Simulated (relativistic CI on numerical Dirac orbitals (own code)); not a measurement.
**Slater's F² for F IV from its measured terms**

Problem. The ground configuration 2s2 2p2 of F IV has the measured levels 3P: 0.0 (J = 0), 225.2 (J = 1), 613.4 (J = 2); 1D: 25241.0 (J = 2); 1S: 53544.0 (J = 0) cm⁻¹ (Moore, Atomic Energy Levels, vol. I, NSRDS-NBS 35 (1971 reprint of NBS Circular 467, 1949)). Test the one-configuration theory of p2 and extract F²(2p,2p).

Working.
1. Centres of gravity, weighted by 2J + 1: 3P 415.8, 1D 25241.0, 1S 53544.0 cm⁻¹. To first order spin-orbit coupling drops out of them.
2. Slater-Condon theory gives 1D − 3P = 6F²/25 and 1S − 1D = 9F²/25, so the ratio of the upper interval to the lower is 9/6 = 1.500, whatever F².
3. Measured intervals: 24825.2 and 28303.0 cm⁻¹, ratio 1.140.
4. F² from the lower interval is 103438 and from the upper 78619 cm⁻¹.

Check. The radial integral calculated for this configuration (Dirac-KLI orbitals, unscaled) is F² = 113155 cm⁻¹; the two empirical values are 91 % and 69 % of it. The ratio falls short of 1.50 mainly because the highest term mixes with s⁰p4, which has the same term and pushes it down.
